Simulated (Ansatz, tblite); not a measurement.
Forces on Ge₂F₅⁻ at its PBE0-D4/def2-SVPD geometry. The state is a singlet with charge -1.

The xTB rows come from tblite. The structure comes from a short search, and lower isomers may exist.

GFN1-xTB (tblite), largest force 0.31 eV/Å:

```xyz
7
positions Å, forces eV/Å
Ge   -1.803    1.052    0.130    0.263   -0.157   -0.023
Ge    1.339   -0.909   -0.224   -0.094    0.216    0.177
F     0.045    0.472    0.456   -0.157    0.001   -0.071
F    -1.525    1.168   -1.653   -0.077   -0.059    0.082
F     2.663    0.323   -0.269   -0.019   -0.147    0.045
F     1.686   -1.453    1.466    0.083    0.036   -0.131
F    -2.404   -0.653    0.094    0.002    0.110   -0.079
```

GFN2-xTB (tblite), largest force 1.82 eV/Å:

```
Ge -0.854 1.276 0.908
Ge -0.328 -1.162 -1.361
F 0.326 0.337 0.466
F 0.140 -0.078 -0.879
F 0.695 0.637 0.110
F 0.253 -0.167 0.896
F -0.232 -0.845 -0.140
```

r2SCAN-D4/def2-TZVPD (Ansatz), largest force 0.55 eV/Å:

```
Ge 0.089 -0.397 -0.368
Ge 0.250 0.229 0.376
F -0.045 -0.048 -0.064
F -0.059 -0.025 0.386
F -0.290 -0.258 0.022
F -0.076 0.131 -0.358
F 0.131 0.368 0.007
```
